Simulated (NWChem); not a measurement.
Molecule: AlH3; SMILES [AlH3]

```xyz
4

Al     0.0000     0.0000     0.0000
H      1.1214     1.1214     0.0000
H      0.4105    -1.5319     0.0000
H     -1.5319     0.4105     0.0000
```
Atoms are numbered in this order, from 1.

The geometry was optimised at PBE0-D3(BJ)/def2-TZVP.

Q: Split the isotropic spin-spin couplings (Hz) from B3LYP/6-31G** (spherical d) (NWChem) into Fermi-contact, spin-dipolar, paramagnetic and diamagnetic spin-orbit terms, for the pairs 1–4, 3–4.

A: 
| pair | FC | SD | PSO | DSO | total |
|---|---|---|---|---|---|
| 27Al(1)–1H(4) | 236.17 | 0.74 | -1.46 | -0.02 | 235.42 |
| 1H(3)–1H(4) | 31.08 | 0.04 | 0.43 | -2.24 | 29.31 |
